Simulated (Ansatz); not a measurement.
The lowest singlet and triplet of NH2 (SMILES [NH2+]); geometries from B3LYP-D3(BJ)/def2-TZVP, each state relaxed from the structure named, with no frequency check.
Singlet (charge 1, multiplicity 1):
```xyz
3

N      0.000     0.137     0.022
H     -0.849    -0.482    -0.078
H      0.852    -0.478    -0.078
```
Triplet (charge 1, multiplicity 3):
```xyz
3

N      0.000    -0.051     0.000
H     -1.011     0.177     0.000
H      1.010     0.182     0.000
```

```
level                                     gap E(singlet) − E(triplet), adiabatic (kcal/mol)  cost
----------------------------------------  -------------------------------------------------  ----
R-HF/cc-pVDZ                                                                          50.02     -
R-HF/cc-pVTZ                                                                          50.63     -
R-HF/cc-pVQZ                                                                          50.68     -
R-SVWN5/def2-TZVPP                                                                    35.00  ×0.8
U-SVWN5/def2-TZVPP (spin-contaminated)                                                24.89    ×1
R-PBE/def2-TZVPP                                                                      35.85    ×1
U-PBE/def2-TZVPP (spin-contaminated)                                                  21.06    ×3
R-r2SCAN/def2-TZVPP                                                                   43.03    ×2
U-r2SCAN/def2-TZVPP (spin-contaminated)                                               22.47    ×5
R-B3LYP/def2-TZVPP                                                                    32.50    ×1
U-B3LYP/def2-TZVPP (spin-contaminated)                                                20.09    ×2
R-PBE0/def2-TZVPP                                                                     38.30    ×1
U-BHLYP/def2-TZVPP (spin-contaminated)                                                21.50    ×2
R-wB97X-V/def2-TZVPP                                                                  29.36    ×3
U-wB97X-V/def2-TZVPP (spin-contaminated)                                              20.06    ×7
R-wB97M-V/def2-TZVPP                                                                  29.71    ×3
U-wB97M-V/def2-TZVPP (spin-contaminated)                                              23.74    ×7
U-B2PLYP/def2-TZVPP (spin-contaminated)                                               21.92    ×2
R-MP2/cc-pVTZ                                                                         35.56     -
R-MP2/cc-pVQZ                                                                         34.53     -
R-SCS-MP2/cc-pVDZ                                                                     32.65     -
R-SCS-MP2/cc-pVTZ                                                                     29.30     -
R-SCS-MP2/cc-pVQZ                                                                     27.85     -
R-CCSD/cc-pVDZ                                                                        32.27     -
R-CCSD/cc-pVQZ                                                                        30.31     -
R-CCSD(T)/cc-pVTZ                                                                     29.87    ×3
R-CCSD(T)/cc-pVQZ                                                                     29.16   ×10
R-CCSDT/cc-pVDZ                                                                       31.12     -
R-CCSDT(Q)/cc-pVDZ                                                                    31.04    ×6
R-CCSDT(Q)/cc-pVTZ                                                                    29.46   ×50
SA-CASSCF(6,6)/cc-pVDZ                                                                32.26     -
SA-CASSCF(6,6)/cc-pVTZ                                                                31.81     -
SC-NEVPT2 on SA-CASSCF(6,6)/cc-pVDZ                                                   31.54     -
SC-NEVPT2 on SA-CASSCF(6,6)/cc-pVTZ                                                   30.14     -
SC-NEVPT2 on SA-CASSCF(6,6)/cc-pVQZ                                                   29.34     -
FIC-NEVPT4(SD) on SA-CASSCF(6,6)/cc-pVDZ                                              30.94     -
FIC-NEVPT4(SD) on SA-CASSCF(6,6)/cc-pVTZ                                              29.27     -
FIC-NEVPT4(SD) on SA-CASSCF(6,6)/cc-pVQZ                                              28.50     -
FIC-MRCISD+Q on SA-CASSCF(6,6)/cc-pVTZ                                                29.12     -
FIC-MRCISD+Q on SA-CASSCF(6,6)/cc-pVQZ                                                28.35     -
```

The rows run from 20.06 (U-wB97X-V/def2-TZVPP (spin-contaminated)) to 50.68 kcal/mol (R-HF/cc-pVQZ). In cc-pVQZ the value moves R-HF 50.68, R-MP2 34.53, R-CCSD 30.31, R-CCSD(T) 29.16, a shift of -21.51 from R-HF to R-CCSD(T). From cc-pVTZ to cc-pVQZ R-CCSD(T) changes by -0.71. The 7 R-functionals in def2-TZVPP without D3 or D4 span 13.67, from R-wB97X-V to R-r2SCAN.

A positive gap puts the triplet lower; no zero-point energy. R- takes a restricted singlet. U- takes an unrestricted singlet (broken symmetry where lower, unprojected). The triplet is unrestricted in single-reference levels. Active spaces average the two states.

Frozen-core correlation.

Doubts at one or more of the structures used: a restricted determinant that unrestricted orbitals would lower (R-HF/cc-pVDZ, R-HF/cc-pVTZ, R-HF/cc-pVQZ, R-SVWN5/def2-TZVPP, R-PBE/def2-TZVPP, R-r2SCAN/def2-TZVPP, R-B3LYP/def2-TZVPP, R-PBE0/def2-TZVPP, R-wB97X-V/def2-TZVPP, R-wB97M-V/def2-TZVPP, R-MP2/cc-pVTZ, R-MP2/cc-pVQZ, R-SCS-MP2/cc-pVDZ, R-SCS-MP2/cc-pVTZ, R-SCS-MP2/cc-pVQZ, R-CCSD/cc-pVDZ, R-CCSD/cc-pVQZ, R-CCSD(T)/cc-pVTZ, R-CCSD(T)/cc-pVQZ, R-CCSDT/cc-pVDZ, R-CCSDT(Q)/cc-pVDZ, R-CCSDT(Q)/cc-pVTZ).

Run with Ansatz (a quantum-chemistry and plane-wave program). 

Costs are rough ratios of core time to R-PBE/def2-TZVPP (about 1.0 s over the structures, on one shared machine); a dash marks a level with no comparable run of its own.
